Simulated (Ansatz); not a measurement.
Isomers of C3H10BN, relaxed with PBE0-D4/def2-TZVP in Ansatz; electronic energies, one conformer each and not always the lowest. Functionals use def2-TZVPP; CBS adds triple-zeta CCSD(T) − MP2 to the MP2 limit of def2-TZVPP and def2-QZVPP.

**Question.** Order them by energy at frozen-core CCSD(T)/CBS, lowest first. (Best estimate.)
A. `CNB(C)C`
B. `CBN(C)C`
C. `BN(C)CC`

**Answer.** A (0.0 kJ/mol), B (64.3 kJ/mol), C (101.0 kJ/mol).

**Question.** How do B3LYP-D4, r2SCAN-D4, HF/CBS(def2), B2PLYP place them (kJ/mol, against `CNB(C)C`)? (Best estimate.)

**Answer.** Computed: 
| isomer | B3LYP-D4 | r2SCAN-D4 | HF/CBS(def2) | B2PLYP |
| --- | --- | --- | --- | --- |
| `CBN(C)C` | 63.5 | 67.5 | 63.8 | 63.9 |
| `BN(C)CC` | 102.9 | 108.5 | 101.0 | 103.0 |

B3LYP here is the variant with VWN-RPA as its local correlation; programs differ in this.
